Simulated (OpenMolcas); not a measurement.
## What dynamic correlation does to the levels of Co3+

```yaml
Program: OpenMolcas 26.06
Basis: ANO-RCC-VDZP [5s4p2d1f]
Scalar_Hamiltonian: DKH2, point nucleus
Active_space: 6 electrons in 9 orbitals (RAS2 3d 4s; RAS3 4p, at most 2 electrons)
State_averaging: 2S+1 = 5 even, 30 roots (23 in the spin-orbit step); 2S+1 = 7 even, 1 root kept (CI in the orbitals of an earlier block); 2S+1 = 3 even, 75 roots kept (CI in the orbitals of an earlier block); 2S+1 = 1 even, 63 roots kept (CI in the orbitals of an earlier block); 2S+1 = 5 odd, 3 roots; 2S+1 = 7 odd, 3 roots kept (CI in the orbitals of an earlier block)
Spin-orbit_coupling: state interaction with AMFI integrals over the reference wave functions, term energies averaged over their components
```

Methods on the same reference wave functions:
A. RASSCF
B. SS-RASPT2, IPEA 0.25 Eh, imaginary shift 0.1 Eh (closed shells correlated: 3s 3p)
C. MS-RASPT2, IPEA 0.25 Eh, imaginary shift 0.1 Eh (closed shells correlated: 3s 3p)

Energies in cm⁻¹ above 3d⁶ ⁵D₄, the measured ground level; measured values from Sugar and Corliss, J. Phys. Chem. Ref. Data 10, 1097 (1981).

| Level | A | B | C | Measured |
| --- | --- | --- | --- | --- |
| 3d⁶ ⁵D₄ | 0.0 | 0.0 | 0.0 | 0.0 |
| 3d⁶ ⁵D₃ | 706 | 711 | 711 | 639 |
| 3d⁶ ⁵D₂ | 1199 | 1197 | 1197 | 1078 |
| 3d⁶ ⁵D₁ | 1516 | 1506 | 1506 |  |
| 3d⁶ ⁵D₀ | 1671 | 1658 | 1658 | 1494 |
| 3d⁶ ³H₆ | 27515 | 24670 | 24670 | 23680 |
| 3d⁶ ³H₅ | 27873 | 25000 | 25000 | 24032 |
| 3d⁶ ³H₄ | 28130 | 25150 | 25150 | 24272 |
| 3d⁶ ³P₂(1) | 29606 | 22420 | 22420 | 22883 |
| 3d⁶ ³F₄(1) | 31226 | 25830 | 25830 | 25396 |
| 3d⁶ ³F₃(1) | 31633 | 26130 | 26130 | 25736 |
| 3d⁶ ³P₁(1) | 31687 | 24520 | 24520 | 24729 |
| 3d⁶ ³F₂(1) | 31934 | 26380 | 26380 | 25969 |
| 3d⁶ ³P₀(1) | 32524 | 25340 | 25340 | 25449 |
| 3d⁶ ³G₅ | 34654 | 30100 | 30110 | 29022 |
| 3d⁶ ³G₄ | 35325 | 30720 | 30720 | 29592 |
| 3d⁶ ³G₃ | 35607 | 30990 | 30990 | 29868 |
| 3d⁶ ¹I₆ | 41537 | 37530 | 37530 | 35943 |
| 3d⁶ ¹G₄(1) | 43574 | 37690 | 37670 | 36683 |
| 3d⁶ ³D₁ | 44693 | 37420 | 37420 |  |
| 3d⁶ ³D₂ | 44719 | 37380 | 37380 |  |
| 3d⁶ ³D₃ | 44924 | 37640 | 37640 | 36554 |
| 3d⁶ ¹S₀(1) | 50394 | 42160 | 42050 | 41442 |
| 3d⁶ ¹D₂(1) | 54117 | 42930 | 42930 | 42342 |

Deviations, from unrounded energies. A percentage is the sum of absolute deviations over the sum of measured energies, with the sign that they share, or ± where signs differ.

```
                        Against measurement  Levels      A      B      C
             mean absolute deviation (cm-1)      20   5500    680    670
      fine structure of the ground term (%)       3  +11.4  +11.1  +11.1
other terms of the ground configuration (%)      17  +21.6   ±2.6   ±2.6
```

B, C lie about equally close to measurement and A furthest from it. The largest miss of C in the table is 3d⁶ ¹I₆, by +1600 cm-1. The ranking rests on the paired levels alone, and a cruder setting can come out closer through cancelling errors.

Between B and C the level of the table that moves most is 3d⁶ ¹S₀(1), by 110 cm-1 (lowest in C, highest in B). Moves below CASPT2's spread within the term are not significant.

The two smallest mean deviations differ by little beside CASPT2's spread within terms, so their order carries little weight.

From A to B the spin-free energies of the other terms of 3d⁶ shown, above ⁵D, scale by factors of 0.76 to 0.90, as is usual when dynamic correlation screens the repulsion within a d or f shell.

The lowest spin-free term lies below A's lowest term by 0.347 hartree in B, 0.347 hartree in C.

CASPT2 does not keep the components of a term degenerate, so their means are used; among the terms shown or strongly mixed into the levels shown the widest spread is 2100 cm-1 (3d⁶ ¹I, C). Over all roots computed the reference weight is 0.90 to 0.97 in B, 0.90 to 0.97 in C; the roots of lowest weight are the least certain, and an intruder state may touch them. Some high roots are left out of the spin-orbit mixing, which shifts the levels that they would mix with. Terms from blocks run as CI alone lack orbitals of their own. The basis is small and was not contracted for so high a charge. Without dynamic correlation excited terms often stand tens of per cent too high (terms of higher spin than the ground term too low), and those without a measured partner can miss by more than the paired ones (holds for A). Some levels mix across a computed gap that differs much from the measured one, so their mixing is not that of the real levels (holds for B; C). The CASPT2 spread within a term exceeds the gap to the next term for 3d⁶ ¹G(1) and 3d⁶ ¹I, 3d⁶ ¹I and 3d⁶ ³D, so the order of their levels is uncertain (holds for B; C). Blocks of more than 70 roots (2S+1 = 3 even) ran without multistate coupling (holds for C). Computed and measured levels are paired by configuration, term and J; levels that our copy of the source lacks, or whose pairing is in doubt (as where it misses far off the trend of its configuration), stay unpaired and out of the deviations. Levels of configurations outside the active space are missing. The table leaves out levels that lie high or whose names do not pair safely across all columns.

A number in round brackets counts repeated terms of one configuration in the order of the reference energies.
